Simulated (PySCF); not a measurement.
# [La(H2O)]3+ at several levels of theory

Computed with PySCF 2.14.0 (density fitting, no spin-orbit coupling) at the geometry relaxed with PBE0:

```xyz
4
[La(H2O)]3+ (singlet)
La    0.0000    0.0000   -0.1460
O     0.0000    0.0000    2.1825
H     0.7760    0.0000    2.8089
H    -0.7760    0.0000    2.8089
```

```json
{"level": "PBE0", "basis": "La lcecp-1-SVP with ECP46, O def2-SVP, H def2-SVP", "state": "singlet", "HOMO (eV)": "-27.15", "gap (eV)": "7.31", "charge on La1 (e)": "2.62", "population of f-type functions on La1 (polarisation alone where 4f lies in the core)": "0.02", "dipole about the centre of mass (D)": "2.36", "largest force component (eV/Å)": "0.00"}
{"level": "revPBE", "basis": "the same", "state": "singlet", "HOMO (eV)": "-25.45", "gap (eV)": "4.68", "charge on La1 (e)": "2.56", "population of f-type functions on La1 (polarisation alone where 4f lies in the core)": "0.02", "dipole about the centre of mass (D)": "2.68", "largest force component (eV/Å)": "0.39"}
{"level": "CAM-B3LYP", "basis": "the same", "state": "singlet", "HOMO (eV)": "-28.58", "gap (eV)": "9.86", "charge on La1 (e)": "2.62", "population of f-type functions on La1 (polarisation alone where 4f lies in the core)": "0.02", "dipole about the centre of mass (D)": "2.28", "largest force component (eV/Å)": "0.10"}
```

In the lcecp rows the 4f levels are missing from HOMO and gap, and the state counts the valence alone.

Charges are Mulliken's, which hang on the basis. The relaxation used the grid (50, 194), these runs (75, 302) or, all-electron (x2c bases, spin-free X2C Hamiltonian), (99, 590).

Task: What does PBE0 with La lcecp-1-TZVP with ECP46, O def2-TZVP, H def2-TZVP give here?

Result: state singlet, HOMO (eV) -27.17, gap (eV) 7.37, charge on La1 (e) 2.67, population of f-type functions on La1 (polarisation alone where 4f lies in the core) 0.04, dipole about the centre of mass (D) 2.43, largest force component (eV/Å) 0.28. Time: 5 s on 2 threads of Intel(R) Xeon(R) Platinum 8488C (Sapphire Rapids), with other jobs on the host, from free ions and atoms.

In the first row's basis the gap widens with exact exchange: 4.7 eV for revPBE (none); 7.3 eV for PBE0 (a fixed share); 9.9 eV for CAM-B3LYP (rising or full at long range).
